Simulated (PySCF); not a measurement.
## Spinor energies of Ru⁺ (ruthenium, charge +1)

Start: [Kr] 4d7; 4d3/2 filled at m_j = -3/2, -1/2, +1/2, +3/2; 4d5/2 filled at m_j = +1/2, +3/2, +5/2. Calculated with PySCF 2.14 in x2c-TZVPPall-2c: generalised Hartree-Fock with the X2C-1e Hamiltonian and a Gaussian nucleus; one run each with spin-orbit coupling (SO) switched off, then screened by Boettger's factors.

```json
{"spinor shell": "1s1/2", "electrons": "2", "ε, spin-free (eV)": "-22242.2", "ε, screened SO (eV)": "-22240.8", "weight of nominal j (screened SO)": "1.000", "rms radius, screened SO (bohr)": "0.0384"}
{"spinor shell": "2s1/2", "electrons": "2", "ε, spin-free (eV)": "-3283.8", "ε, screened SO (eV)": "-3283.4", "weight of nominal j (screened SO)": "1.000", "rms radius, screened SO (bohr)": "0.158"}
{"spinor shell": "2p1/2", "electrons": "2", "ε, spin-free (eV)": "-2935.0", "ε, screened SO (eV)": "-3025.6", "weight of nominal j (screened SO)": "1.000", "rms radius, screened SO (bohr)": "0.137"}
{"spinor shell": "3s1/2", "electrons": "2", "ε, spin-free (eV)": "-618.41", "ε, screened SO (eV)": "-618.27", "weight of nominal j (screened SO)": "1.000", "rms radius, screened SO (bohr)": "0.428"}
{"spinor shell": "3p1/2", "electrons": "2", "ε, spin-free (eV)": "-500.78", "ε, screened SO (eV)": "-516.73", "weight of nominal j (screened SO)": "1.000", "rms radius, screened SO (bohr)": "0.425"}
{"spinor shell": "3p3/2", "electrons": "4", "ε, spin-free (eV)": "-500.78", "ε, screened SO (eV)": "-493.25", "weight of nominal j (screened SO)": "1.000", "rms radius, screened SO (bohr)": "0.436"}
{"spinor shell": "3d3/2", "electrons": "4", "ε, spin-free (eV)": "-311.72", "ε, screened SO (eV)": "-314.55", "weight of nominal j (screened SO)": "0.992", "rms radius, screened SO (bohr)": "0.416"}
{"spinor shell": "3d5/2", "electrons": "6", "ε, spin-free (eV)": "-311.72", "ε, screened SO (eV)": "-309.66", "weight of nominal j (screened SO)": "0.995", "rms radius, screened SO (bohr)": "0.420"}
{"spinor shell": "4s1/2", "electrons": "2", "ε, spin-free (eV)": "-100.96", "ε, screened SO (eV)": "-100.92", "weight of nominal j (screened SO)": "1.000", "rms radius, screened SO (bohr)": "1.10"}
{"spinor shell": "4p1/2", "electrons": "2", "ε, spin-free (eV)": "-65.801", "ε, screened SO (eV)": "-70.197", "weight of nominal j (screened SO)": "0.823", "rms radius, screened SO (bohr)": "1.21"}
{"spinor shell": "4p3/2", "electrons": "4", "ε, spin-free (eV)": "-65.801", "ε, screened SO (eV)": "-63.639", "weight of nominal j (screened SO)": "0.912", "rms radius, screened SO (bohr)": "1.22"}
{"spinor shell": "4d5/2", "electrons": "3", "ε, spin-free (eV)": "-18.277", "ε, screened SO (eV)": "-18.978", "weight of nominal j (screened SO)": "0.761", "rms radius, screened SO (bohr)": "1.76"}
{"spinor shell": "4d3/2", "electrons": "4", "ε, spin-free (eV)": "-18.277", "ε, screened SO (eV)": "-17.767", "weight of nominal j (screened SO)": "0.708", "rms radius, screened SO (bohr)": "1.79"}
```

Question: Where does 2p3/2 lie, and what is the 2p spin-orbit splitting (screened SO)?

Answer: At -2892.8 eV, 132.79 eV above 2p1/2.

| quantity | spin-free | screened SO |
| --- | --- | --- |
| E (hartree) | -4527.43422 | -4528.08344 |
| M_J | 9/2 | 9/2 |
| ⟨J²⟩ | 24.767 | 24.769 |
| ⟨L²⟩ | 12.012 | 12.125 |
| ⟨S²⟩ | 3.755 | 3.735 |

Each row is a mean over spinors that exchange with the open shell spreads, by up to 7.798 eV (4p3/2).

Rows whose weight is well below 1 are mixtures of j = l ± 1/2: exchange outweighs spin-orbit coupling there, and the label is only the starting occupation.

Breit and QED terms are absent; they matter most for the inner s and p1/2 levels.

Densities and radii are taken from the X2C orbitals without a picture-change correction, which distorts them close to the nucleus.

Without spin-orbit coupling the j labels of p, d and f shells carry no meaning; the spin-free column gives the mean over the occupied spinors of each nl shell.
